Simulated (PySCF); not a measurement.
Job file and geometry (Å, from GFN2-xTB) of an NMR shielding run on `C#C[Si@](F)(C#CC)CC=C`, C₈H₉FSi, PySCF, GIAO PBE0/pcSseg-1 NMR shielding, non-relativistic, gas phase; density fitting, a coarse starting grid and PySCF grid level 2 are the driver's defaults:

```
$ OMP_NUM_THREADS=1 python probes_run.py task.json out

{"job": {"kind": "nmr", "xc": "PBE0", "basis": "pcSseg-1"}, "charge": 0, "multiplicity": 1}
C     -0.722414     2.590063    -2.025619
C     -0.480871     1.447611    -1.742788
Si    -0.108638    -0.302464    -1.278101
F     -0.300663    -1.202327    -2.615739
C     -1.302921    -0.898316    -0.010532
C     -2.056717    -1.284389     0.846586
C     -2.964702    -1.749948     1.866692
C      1.698291    -0.534293    -0.715274
C      2.003917     0.246351     0.514660
C      2.775976     1.316842     0.548530
H     -0.935220     3.588291    -2.281259
H     -2.434195    -2.385324     2.575525
H     -3.772470    -2.322505     1.412149
H     -3.388727    -0.899750     2.400135
H      1.863122    -1.596803    -0.520344
H      2.373952    -0.238730    -1.519979
H      1.522669    -0.106021     1.418288
H      2.958744     1.862610     1.458095
H      3.261064     1.690648    -0.338487
```

Task: What does the program print?

Result: 
```
coarse grid: 16984 points
cycle   1  E = -698.7045274693  dE =  1.163e+00  |g| = 7.462e-01  |ddm| = 4.370e+00
cycle   2  E = -698.6650951737  dE =  3.943e-02  |g| = 9.308e-01  |ddm| = 1.402e+00
cycle   3  E = -698.8200160611  dE = -1.549e-01  |g| = 1.510e-01  |ddm| = 7.776e-01
cycle   4  E = -698.8240210134  dE = -4.005e-03  |g| = 5.786e-02  |ddm| = 1.517e-01
cycle   5  E = -698.8246088031  dE = -5.878e-04  |g| = 3.440e-02  |ddm| = 6.065e-02
cycle   6  E = -698.8248812661  dE = -2.725e-04  |g| = 3.504e-03  |ddm| = 2.578e-02
cycle   7  E = -698.8248834314  dE = -2.165e-06  |g| = 1.701e-03  |ddm| = 4.339e-03
final grid: 161544 points
cycle   8  E = -698.8932144355  dE = -4.085e-05  |g| = 8.581e-03  |ddm| = 4.786e-02
cycle   9  E = -698.8932023018  dE =  1.213e-05  |g| = 1.102e-02  |ddm| = 1.577e-02
cycle  10  E = -698.8932323375  dE = -3.004e-05  |g| = 2.629e-03  |ddm| = 9.316e-03
cycle  11  E = -698.8932340172  dE = -1.680e-06  |g| = 3.991e-04  |ddm| = 1.961e-03
cycle  12  E = -698.8932340457  dE = -2.857e-08  |g| = 2.124e-04  |ddm| = 4.326e-04
cycle  13  E = -698.8932340565  dE = -1.073e-08  |g| = 4.963e-05  |ddm| = 1.702e-04
cycle  14  E = -698.8932340569  dE = -4.377e-10  |g| = 2.532e-05  |ddm| = 5.536e-05
converged SCF energy = -698.8932340569

GIAO shielding tensors (ppm)
atom      isotropic    diamagn.    paramagn.     s11        s22        s33       span
  0 C       85.223     261.295    -176.073      0.357      5.523    249.788    249.430
  1 C       99.931     261.572    -161.641      2.581      8.134    289.079    286.498
  2 Si     386.626     880.039    -493.413    350.321    386.060    423.496     73.175
  3 F      338.657     466.448    -127.791    315.093    344.679    356.198     41.105
  4 C      103.096     260.320    -157.224     17.033     21.415    270.839    253.806
  5 C       74.019     275.015    -200.996    -21.937    -19.027    263.021    284.959
  6 C      181.307     251.992     -70.685    172.756    172.960    198.205     25.449
  7 C      155.826     256.277    -100.451    133.896    157.557    176.024     42.128
  8 C       48.660     258.250    -209.590    -72.734     53.930    164.785    237.519
  9 C       63.448     253.725    -190.277    -49.780     83.659    156.467    206.247
 10 H       29.850      33.714      -3.864     24.597     24.949     40.004     15.407
 11 H       29.638      29.072       0.566     24.502     28.052     36.361     11.859
 12 H       29.569      25.297       4.272     24.488     27.699     36.519     12.032
 13 H       29.600      29.365       0.235     24.559     28.015     36.226     11.667
 14 H       29.606      31.496      -1.890     26.477     27.844     34.497      8.019
 15 H       29.704      31.334      -1.630     26.520     28.662     33.931      7.411
 16 H       25.678      34.881      -9.203     23.380     24.661     28.993      5.613
 17 H       26.410      30.598      -4.187     23.226     25.548     30.457      7.231
 18 H       26.282      31.193      -4.911     22.492     25.818     30.537      8.046
```

Task: Turn these shieldings into chemical shifts. Chemical shifts δ = σref − σ; TMS for 13C (σ = 186.93 ppm), 29Si (σ = 349.16 ppm), 1H (σ = 31.72 ppm); 19F (σ = 170.95 ppm) vs CFCl3, all at this level.

Result: Averaging equivalent atoms: C 8: 138.3; C 9: 123.5; C 5: 112.9; C 0: 101.7; C 1: 87.0; C 4: 83.8; C 7: 31.1; C 6: 5.6; Si 2: -37.5; F 3: -167.7; H 16: 6.04; H 18: 5.43; H 17: 5.31; H 11/12/13: 2.11; H 14: 2.11; H 15: 2.01; H 10: 1.87 ppm. Unscaled 19F shifts against computed CFCl3 carry errors that often reach 10 to 50 ppm.

Size and cost of the density-fitted run: 222 basis functions, 40 s wall time on 1 thread of an Arm Neoverse V1, shared host; peak memory 1 GiB.
